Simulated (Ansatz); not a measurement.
A structure relaxed at PBE-D4/def2-SVP in Ansatz, charge 0, singlet:

```xyz
6

Mo   -0.0295   -0.0060   -0.0311
O    -1.1633   -0.2358   -1.2292
F    -0.0542    1.8152    0.3120
F     1.5609    0.3119   -0.9282
F     0.6506   -1.6943    0.3182
F    -0.9645   -0.1910    1.5583
```

Problem. Give its formula, name or SMILES and point group.

Solution. MoOF4. Point group C4v (tolerance 0.1 Å).

Problem. Summarise the bond lengths by kind (pairs closer than 1.2 times the sum of covalent radii, bridged metal pairs left out).

Solution. 4 × F–Mo 1.85 Å; 1 × Mo–O 1.67 Å. The metal has 5 neighbours: O 1.67 Å, F 1.85 Å, F 1.85 Å, F 1.85 Å, F 1.85 Å.

In the def2 sets Mo takes a core potential; there is no spin–orbit coupling.
